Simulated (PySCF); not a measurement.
# How far are cheaper levels from CCSD(T)/CBS for GaF?

PySCF; the state is a singlet (closed shell). The composite is CCSD(T) extrapolated to the basis-set limit from two correlation-consistent sets, with core-valence (CV) and scalar-relativistic (SR) terms as its label shows; it has no spin–orbit coupling and nothing beyond (T). Here it is CCSD(T)/CBS(DT)+CV. It gives Re = 1.775 Å, ωe = 618 cm⁻¹ and De = 6.13 eV to Ga + F.

```json
{"level": "RHF", "basis": "def2-TZVPPD", "relativity": "no relativity", "Re (Å)": "1.767", "ωe (cm⁻¹)": "649", "De (eV)": "4.23"}
{"level": "RHF-MP2", "basis": "cc-pVDZ-PP/cc-pVDZ", "relativity": "scalar-relativistic core potentials", "Re (Å)": "1.798", "ωe (cm⁻¹)": "651", "De (eV)": "5.77"}
{"level": "RHF-MP2", "basis": "cc-pVTZ-PP/cc-pVTZ", "relativity": "scalar-relativistic core potentials", "Re (Å)": "1.777", "ωe (cm⁻¹)": "646", "De (eV)": "6.32"}
{"level": "RHF-SCS-MP2", "basis": "cc-pVTZ-PP/cc-pVTZ", "relativity": "scalar-relativistic core potentials", "Re (Å)": "1.780", "ωe (cm⁻¹)": "640", "De (eV)": "6.12"}
{"level": "RHF-CCSD(T)", "basis": "def2-SVP", "relativity": "no relativity", "Re (Å)": "1.778", "ωe (cm⁻¹)": "668", "De (eV)": "5.70"}
{"level": "PBE", "basis": "cc-pVTZ-PP/cc-pVTZ", "relativity": "scalar-relativistic core potentials", "Re (Å)": "1.809", "ωe (cm⁻¹)": "589", "De (eV)": "6.29"}
{"level": "PBE0", "basis": "cc-pVDZ-PP/cc-pVDZ", "relativity": "scalar-relativistic core potentials", "Re (Å)": "1.802", "ωe (cm⁻¹)": "637", "De (eV)": "5.76"}
{"level": "PBE0", "basis": "pcseg-1", "relativity": "no relativity", "Re (Å)": "1.811", "ωe (cm⁻¹)": "621", "De (eV)": "5.87"}
{"level": "MN15", "basis": "pcseg-1", "relativity": "no relativity", "Re (Å)": "1.799", "ωe (cm⁻¹)": "638", "De (eV)": "6.06"}
{"level": "CAM-B3LYP", "basis": "cc-pVDZ-PP/cc-pVDZ", "relativity": "scalar-relativistic core potentials", "Re (Å)": "1.794", "ωe (cm⁻¹)": "649", "De (eV)": "5.94"}
```

Question: Give the difference of each row from the composite.

Answer: 

```csv
level,basis,ΔRe (pm),Δωe (%),ΔDe (eV)
RHF,def2-TZVPPD,-0.8,+5.0,-1.90
RHF-MP2,cc-pVDZ-PP/cc-pVDZ,+2.3,+5.3,-0.36
RHF-MP2,cc-pVTZ-PP/cc-pVTZ,+0.2,+4.5,+0.19
RHF-SCS-MP2,cc-pVTZ-PP/cc-pVTZ,+0.5,+3.6,-0.01
RHF-CCSD(T),def2-SVP,+0.3,+8.1,-0.43
PBE,cc-pVTZ-PP/cc-pVTZ,+3.4,-4.7,+0.16
PBE0,cc-pVDZ-PP/cc-pVDZ,+2.7,+3.1,-0.37
PBE0,pcseg-1,+3.6,+0.5,-0.26
MN15,pcseg-1,+2.4,+3.2,-0.07
CAM-B3LYP,cc-pVDZ-PP/cc-pVDZ,+1.9,+5.0,-0.19
```

Question: Which rows come closest in De?

Answer: RHF-SCS-MP2 in cc-pVTZ-PP/cc-pVTZ (-0.01 eV), counted from the composite.

Correlated steps freeze the inner cores (5 to 10 orbitals); shallow outer-core shells are correlated. Correlated levels converge slowly with the basis: in double zeta they bind strong bonds too weakly, by up to about 1 eV, and carry superposition errors of some tenths. Where the molecule has an RHF reference, its open-shell atoms are computed with UHF.
